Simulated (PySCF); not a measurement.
Related species of one series. Computed with core-valence-separated Tamm–Dancoff BHandHLYP/aug-pcX-1 (pcseg-1 on H) in PySCF, non-relativistic, gas phase, PBE0-D3(BJ)/def2-SVP geometry. The energies are unshifted. One conformer each. Roots within 0.03 eV on the same or equivalent atoms are summed; «strongest» means within the roots computed.

Question: Order them by the first intense line (a tenth or more of the edge's strongest) of the carbon K edge, lowest first.
A. `[BH2:1][NH:2][CH:3]1[CH2:4][CH2:5][CH2:6]1`
B. `[BH2:1][NH:2][CH:3]1[CH2:4][CH2:5]1`
C. `[BH2:1][NH:2][CH2:3][CH:4]=[CH2:5]`
D. `[BH2:1][NH:2][B:3]([CH3:4])[CH3:5]`

Answer: C (282.62 eV), D (284.55 eV), A (285.55 eV), B (285.73 eV).

| SMILES | E (eV) | f | core hole on | site | polarised | strongest line (eV) | its f |
| --- | --- | --- | --- | --- | --- | --- | --- |
| BNCC=C | 282.62 | 0.057 | C5 | terminal =CH2 carbon | normal to the local trigonal plane (1s→π*) | 282.75 | 0.066 |
| BNB(C)C | 284.55 | 0.006 | C5 | sp3 carbon bound to boron | – | 285.60 | 0.045, sum of 2 |
| BNC1CCC1 | 285.55 | 0.030, sum of 2 | C4/C6 | four-membered-ring carbon | – | 285.82 | 0.035, sum of 2 |
| BNC1CC1 | 285.73 | 0.020, sum of 2 | C4/C5 | three-membered-ring carbon | – | 285.93 | 0.045, sum of 2 |

The range is 3.11 eV. The lines marked π* (up to 282.62 eV) lie below the first intense lines of the neutral species whose SMILES has no multiple bond at carbon (from 284.55 eV).
